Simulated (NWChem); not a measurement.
# HSeBr; SMILES [SeH]Br

```xyz
3

Se     0.0328    -1.1486     0.0000
H     -1.4337    -1.2685     0.0000
Br     0.0182     1.1648     0.0000
```
Atoms are numbered in this order, from 1.

Results from NWChem. The geometry was optimised at PBE0-D3(BJ)/def2-TZVP. Vzz is the largest principal value of the second derivative of the potential at the nucleus (NWChem prints the opposite sign); η is the asymmetry. Non-relativistic.

Question: Estimate the computed values for CAM-B3LYP/def2-SVP. Quantities: Vzz Se1 (a.u.); η Se1; Vzz Br3 (a.u.); η Br3.

Answer: 
| Quantity | Value |
|---|---|
| Vzz Se1 (a.u.) | -7.556 |
| η Se1 | 0.64 |
| Vzz Br3 (a.u.) | 8.324 |
| η Br3 | 0.07 |
